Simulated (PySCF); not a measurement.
C4H5FO, SMILES C1(=C(OC1)C)F.

Coordinates come from a r2SCAN-D4/def2-SVP optimisation.

The numbers are results of PySCF with r2SCAN/def2-TZVP, not measurements.

Symmetry labels are those of the subgroup Cs that the program uses (full group Cs).

Task: List the valence orbital energies around the gap with their symmetry. (The exact figures need the calculation; the answer reports its results.)

Result: 
```tsv
orbital	symmetry	energy (eV)
HOMO−7	A"	-11.20
HOMO−6	A'	-10.97
HOMO−5	A"	-10.77
HOMO−4	A'	-10.09
HOMO−3	A'	-9.21
HOMO−2	A'	-8.58
HOMO−1	A"	-8.00
HOMO	A"	-5.15
LUMO	A"	0.03
LUMO+1	A'	1.02
LUMO+2	A'	1.42
LUMO+3	A'	1.99
```
